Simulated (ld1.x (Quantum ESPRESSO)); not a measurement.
# Ranking TM potentials for vanadium (V)

All share these settings but for the change named:

| Quantity | Value |
| --- | --- |
| Element | V (Z = 23) |
| Generator | ld1.x (Quantum ESPRESSO) 7.5 |
| Type | norm-conserving Troullier–Martins (Kleinman–Bylander form) |
| Functional | LDA (PZ) |
| Relativity | scalar-relativistic |
| Frozen core | [Ne] |
| Valence charge | 13 |
| Reference configuration | 3s2 3p6 3d3 4s2 4p0 |
| Partial waves | 3s (bound): rc 1.20 bohr; 3p (bound): rc 0.90 bohr; 3d (bound): rc 2.15 bohr |
| Local potential | the d channel |
| Core correction | none |

Occupied shells without a wave of their own: 4s. They enter only through the test configuration that unscreens the potential.

Test errors are all-electron minus pseudo excitation energies from the reference, over 3s2 3p6 3d3 4s1 4p0; 3s2 3p6 3d3 4s0 4p0; 3s2 3p6 3d2 4s0 4p0; 3s2 3p6 3d3.5 4s1.5 4p0; 3s2 3p6 3d3 4s0 4p2; 3s2 3p6 3d4 4s0 4p0; 3s2 3p6 3d2 4s2 4p1. None of these files shows a bound ghost.

The base gives 558.7 meV.

Of 6 variants that were run, those that failed, showed a ghost or another fault, or gave nearly equal values are left out.

Task: Rank these variants by their largest absolute test error, smallest first.
A. wave 3d (bound): rc 2.15 bohr becomes 3d (bound): rc 2.46 bohr
B. wave 3d (bound): rc 2.15 bohr becomes 3d (bound): rc 2.10 bohr
C. wave 3d (bound): rc 2.15 bohr becomes 3d (bound): rc 1.76 bohr
D. wave 3d (bound): rc 2.15 bohr becomes 3d (bound): rc 1.52 bohr

Result: C (291.4 meV), B (449.2 meV), D (752.4 meV), A (2592.4 meV).
